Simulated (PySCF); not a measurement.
iodine monochloride (ClI), singlet, at a GFN2-xTB geometry (core potentials on I); PBE/def2-SVP in PySCF.

PySCF was given this input:
```python
from pyscf import gto, scf, dft

mol = gto.Mole()
mol.atom = '''
    Cl   -0.000000   -0.000000   -1.746255
    I     0.000000    0.000000    0.560119
'''
mol.basis = 'def2-svp'
mol.ecp = {'I': 'def2-svp'}
mol.charge = 0
mol.spin = 0
mol.verbose = 4
mol.build()

mf = dft.RKS(mol)
mf.xc = 'pbe'
mf.kernel()
mf.analyze()
```

**Question.** Write the output that PySCF gives for this input, abridged.

**Answer.** 
```
PySCF version 2.14.0

[INPUT] verbose = 4
[INPUT] num. atoms = 2
[INPUT] num. electrons = 42
[INPUT] charge = 0
[INPUT] spin (= nelec alpha-beta = 2S) = 0
[INPUT] symmetry False subgroup None
[INPUT] Mole.unit = angstrom
[INPUT] Symbol           X                Y                Z      unit          X                Y                Z       unit  Magmom
[...]
nuclear repulsion = 97.5125086568787
number of shells = 18
number of NR pGTOs = 97
number of NR cGTOs = 44
basis = def2-svp
ecp = {'I': 'def2-svp'}

******** <class 'pyscf.dft.rks.RKS'> ********
method = RKS
initial guess = minao
damping factor = 0
level_shift factor = 0
DIIS = <class 'pyscf.scf.diis.CDIIS'>
diis_start_cycle = 1
diis_space = 8
diis_damp = 0
SCF conv_tol = 1e-09
SCF conv_tol_grad = None
SCF max_cycles = 50
direct_scf = True
direct_scf_tol = 1e-13
XC library pyscf.dft.libxc version 7.1.2
    S. Lehtola, C. Steigemann, M. J. T. Oliveira, and M. A. L. Marques,  SoftwareX 7, 1–5 (2018)
XC functionals = pbe
    J. P. Perdew, K. Burke, and M. Ernzerhof,  Phys. Rev. Lett. 77, 3865 (1996)
    J. P. Perdew, K. Burke, and M. Ernzerhof,  Phys. Rev. Lett. 78, 1396 (1997)
    J. P. Perdew, K. Burke, and M. Ernzerhof,  Phys. Rev. Lett. 77, 3865 (1996)
    J. P. Perdew, K. Burke, and M. Ernzerhof,  Phys. Rev. Lett. 78, 1396 (1997)
radial grids:
    Treutler-Ahlrichs [JCP 102, 346 (1995); DOI:10.1063/1.469408] (M4) radial grids

becke partition: Becke, JCP 88, 2547 (1988); DOI:10.1063/1.454033
pruning grids: <function nwchem_prune>
grids dens level: 3
symmetrized grids: False
atomic radii adjust function: <function treutler_atomic_radii_adjust>
small_rho_cutoff = 0
Set gradient conv threshold to 3.16228e-05
Initial guess from minao.
tot grids = 40840
init E= -726.834852118925
[...]
cycle= 1 E= -755.13933194086  delta_E= -28.3  |g|= 3.48  |ddm|=  8.6

WARN: HOMO 0.141334103357043 == LUMO 0.141334103357071

cycle= 2 E= -751.885505546997  delta_E= 3.25  |g|= 4.36  |ddm|= 14.5
[...]
cycle= 3 E= -757.294220632371  delta_E= -5.41  |g|= 0.815  |ddm|=   13
[...]
cycle= 4 E= -757.309483008628  delta_E= -0.0153  |g|=  0.8  |ddm|= 2.12
[...]
cycle= 5 E= -757.53760408322  delta_E= -0.228  |g|= 0.113  |ddm|=  1.1
[...]
cycle= 6 E= -757.540571149686  delta_E= -0.00297  |g|= 0.0564  |ddm|= 0.172
[...]
cycle= 7 E= -757.541586347242  delta_E= -0.00102  |g|= 0.0043  |ddm|= 0.0679
[...]
cycle= 8 E= -757.541594764316  delta_E= -8.42e-06  |g|= 0.000576  |ddm|= 0.00785
[...]
cycle= 9 E= -757.541594867863  delta_E= -1.04e-07  |g|= 0.000117  |ddm|= 0.00101
[...]
cycle= 10 E= -757.541594872392  delta_E= -4.53e-09  |g|= 3.22e-05  |ddm|= 0.000145
[...]
cycle= 11 E= -757.54159487281  delta_E= -4.18e-10  |g|= 4.34e-06  |ddm|= 4.4e-05
[...]
Extra cycle  E= -757.541594872786  delta_E= 2.48e-11  |g|= 9.41e-06  |ddm|= 1.92e-05
converged SCF energy = -757.541594872786
**** SCF Summaries ****
Total Energy =                        -757.541594872785709
Nuclear Repulsion Energy =              97.512508656878722
One-electron Energy =                -1347.114064891546832
Two-electron Energy =                  492.059961361882358
Two-electron Coulomb Energy =          542.335204398409360
DFT Exchange-Correlation Energy =      -50.275243036526980
HOMO-LUMO gap [eV] =                     2.232104111756476
**** MO energy ****
[...]
Dipole moment(X, Y, Z, Debye):  0.00000,  0.00000,  1.18734
```
